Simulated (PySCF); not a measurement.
# How methods differ on the ionisation energy of V²⁺

V²⁺ [Ar] 3d3 (4F) → V³⁺ [Ar] 3d2 (3F), as a difference of total energies. Computed with PySCF 2.14 in aug-cc-pVDZ-DK (7s6p4d2f, 59 functions), with the spin-free X2C one-electron Hamiltonian (Gaussian nucleus). Correlated levels: valence: [Ar] frozen. The calculations carry no spin-orbit coupling.

| method | ionisation energy (eV) |
| --- | --- |
| UHF | 28.453 |
| MN15 | 30.156 |
| M06-2X | 29.546 |
| MP2 (valence) | 28.741 |
| SCS-MP2 (valence) | 28.549 |

Task: How much does correlation contribute at MP2 (valence)?

Result: 28.741 − (28.453) = 0.288 eV, measured against UHF.

The reference lies between the lowest fine-structure levels, while these numbers refer to the centres of the terms.

Errors of the correlated levels include the incompleteness of this basis and the frozen core.

For comparison: 29.311 eV (measured; NIST Atomic Spectra Database, ionization energies).
